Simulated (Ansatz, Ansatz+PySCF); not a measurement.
```xyz
5

Zr    0.0000    0.0000    0.0000
F     1.0066    1.0066    1.0066
F     1.0066   -1.0066   -1.0066
F    -1.0066    1.0066   -1.0066
F    -1.0066   -1.0066    1.0066
```

Basis set: def2-SVP (spherical functions, with the set's core potentials past Kr). Correlated methods keep 4 orbitals frozen. Charge 0, multiplicity 1.

Computed with Ansatz (development build ahead of 0.2.0); each method stands on the lowest determinant of its kind that the runs found. Restricted open shells among the atoms or ions are ROHF, correlated in semicanonical orbitals with singles.

The atomization energy at this shape (free ground-state atoms in the same class of orbitals less the molecule, no zero-point energy) of singlet ZrF₄:

```csv
method,atomization energy
RHF-CCSD(T),23.91 eV
RHF-CCSD,23.58 eV
RHF-MP2,25.22 eV
UHF-MP2,25.28 eV
RHF,18.25 eV
```

What does UHF give?

17.74 eV. Caution: other spin multiplicities were not run; the shape is not the minimum.
